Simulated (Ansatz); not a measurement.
Stepwise reaction of `[CH3][AlH][B](C)F` with hydrogen, as a gas-phase model of exchange steps in deposition or etching. ΔE in kJ/mol.

Isolated molecules relaxed with PBE0-D4/def2-TZVP in Ansatz; ΔE leaves out vibrations. CBS: MP2 limit from def2 TZ/QZ plus the TZ coupled-cluster correction, frozen cores. This one scheme is used for every species. Functionals use def2-TZVPP. B3LYP here is the variant with VWN-RPA as its local correlation; programs differ in this. One conformer a species, not always the lowest.

| step | reaction | PBE-D4 | B3LYP-D4 | ωB97M-V | CCSD(T)/CBS |
| --- | --- | --- | --- | --- | --- |
| 2 | `C[B](F)[AlH2]` + H₂ → `F[BH][AlH2]` + CH₄ | -4.9 | -12.5 | -9.9 | -11.7 |

(1) Give the row of step 1, `[CH3][AlH][B](C)F` + H₂ → `C[B](F)[AlH2]` + CH₄. (Best estimate.)

(2) By hand: ΔE of the 2 steps together at CCSD(T)/CBS.

Answers

(1) The calculation gave: 
| step | reaction | PBE-D4 | B3LYP-D4 | ωB97M-V | CCSD(T)/CBS |
| --- | --- | --- | --- | --- | --- |
| 1 | `[CH3][AlH][B](C)F` + H₂ → `C[B](F)[AlH2]` + CH₄ | -22.3 | -28.4 | -25.4 | -24.7 |

(2) (-24.7) + (-11.7) = -36.4 kJ/mol, or -18.2 kJ/mol a step.

In ΔE each step is higher than the one before. All are downhill at CCSD(T)/CBS. PBE-D4 differs from CCSD(T)/CBS by 2.4 to 6.8 kJ/mol a step. Isolated molecules leave out the surface, adducts and barriers. Largest T1 diagnostic: 0.014.
